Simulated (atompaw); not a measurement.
Tb PAW (atompaw): all-electron and pseudo phase curves

terbium (Tb), PAW, made with atompaw 4.2.0.5 (LDA (PW92), scalar-relativistic). Core [Kr] 4d10 4f8, reference 5s2 5p6 5d1 6s2 6p0. Waves: 5s (bound): rc 2.35 bohr; 6s (bound): rc 2.75 bohr; 5p (bound): rc 2.15 bohr; 6p (bound, empty): rc 2.75 bohr; 5d (bound): rc 2.75 bohr; 5d channel at 5.15 Ry: rc 2.75 bohr. Local part: troulliermartins scheme with l = 3 at 0 Ry, radius 2.20 bohr. Core correction: smooth core density matched at 2.00 bohr. Augmentation charge: gaussian compensation charge, radius 2.35 bohr; PAW radius 2.75 bohr; waves and projectors: custom polynom2 7 10 vanderbiltortho.

The phase is arctan(r·u′/u) with u = r·R(r), unwrapped; energies in Ry, scanned from -6 to 5 Ry. A pole is an energy at which the radial function vanishes at the test radius. The pseudo phase is shifted by a multiple of π to meet the all-electron one at the reference energy, and phase errors are pseudo minus all-electron; the curves can meet again beyond the range given. Levels narrower than the energy grid can be missing from the lists of poles.

Question: For each channel, where are the poles, and over which energies does the pseudopotential scatter like the atom?

Answer:

```csv
channel,radius (bohr),reference energy (Ry),"poles, all-electron","poles, pseudo",unbroken range about the reference energy with phases within 0.05 rad,phase error 1 Ry above the reference energy (rad)
s,2.76,-0.32,"-3.71, 2.95","-3.71, 1.49",-3.8 to 0.1,-0.143
p,2.76,-0.10,"-1.86, 4.43","-1.89, -0.56",-0.4 to 0.3,+0.400
d,2.76,-0.19,0.71,"0.55, 3.42",below 0.5,-0.071
```

Note: ghost states, extra bound levels that the all-electron valence spectrum of the same l lacks: s at -295.2 eV, p at -8.2 eV. A true bound ghost makes a file unfit for plane-wave use.

Phases in the d channel:

```
E (Ry)  all-electron  pseudo
 -6.00         1.419   1.415
 -5.76         1.416   1.411
 -5.52         1.412   1.408
 -5.28         1.408   1.404
 -5.04         1.404   1.399
 -4.80         1.400   1.394
 -4.56         1.395   1.389
 -4.32         1.390   1.383
 -4.08         1.384   1.377
 -3.84         1.377   1.370
 -3.60         1.370   1.362
 -3.36         1.362   1.353
 -3.12         1.353   1.343
 -2.88         1.342   1.331
 -2.64         1.330   1.318
 -2.40         1.315   1.302
 -2.16         1.297   1.283
 -1.92         1.275   1.259
 -1.68         1.246   1.228
 -1.44         1.207   1.185
 -1.20         1.149   1.125
 -0.96         1.056   1.028
 -0.72         0.881   0.849
 -0.48         0.465   0.436
 -0.24        -0.440  -0.442
  0.00        -1.100  -1.111
  0.24        -1.364  -1.392
  0.48        -1.493  -1.538
  0.72        -1.572  -1.635
  0.96        -1.629  -1.717
  1.20        -1.676  -1.800
  1.44        -1.720  -1.904
  1.68        -1.763  -2.058
  1.92        -1.812  -2.347
  2.16        -1.870  -2.965
  2.40        -1.947  -3.769
  2.64        -2.059  -4.210
  2.88        -2.240  -4.426
  3.12        -2.562  -4.563
  3.36        -3.108  -4.681
  3.60        -3.693  -4.837
  3.84        -4.059  -5.247
  4.08        -4.261  -6.824
  4.32        -4.380  -7.419
  4.56        -4.459  -7.576
  4.80        -4.514  -7.650
```
